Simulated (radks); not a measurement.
Results of a calculation; reference values are marked as such.
Valence configurations of Tm2+ (all share [Xe]). Level of theory: Dirac Kohn-Sham, LDA (Slater exchange, Perdew-Wang correlation), spin-unpolarised, spherical densities, finite nucleus; open shells fill j = l - 1/2 first; Fermi nuclear charge, rms radius 5.2256 fm (a radial shooting solver on a logarithmic mesh with Libxc functionals). Energies are relative to 4f13; eigenvalues in eV.

valence       E (eV)  e(4f5/2)  e(4f7/2)  e(5d3/2)  e(6p1/2)  e(6s1/2)
4f13           0.000   -18.497   -17.296         -         -         -
4f12.5 6p0.5   4.018   -23.417   -22.180         -   -12.366         -
4f12 6s1       5.291   -27.575   -26.301         -         -   -17.506
4f12 5d1       5.633   -24.838   -23.567   -15.576         -         -
4f12 6p1       9.938   -28.695   -27.421         -   -13.466         -
4f11 5d2      16.286   -32.010   -30.668   -17.218         -         -
4f11 6s2      18.181   -38.049   -36.703         -         -   -19.477
4f11 6p2      28.535   -40.181   -38.834         -   -15.361         -
4f10 5d2 6p1  39.390   -44.012   -42.596   -21.755   -14.435         -
4f9 5d3 6p1   63.605   -52.572   -51.084   -23.400   -14.815         -

NIST lists [Xe] 4f13 as the ground configuration; this level of theory agrees among the configurations tried. The energies are those of spherical spin-averaged densities, not of single terms.
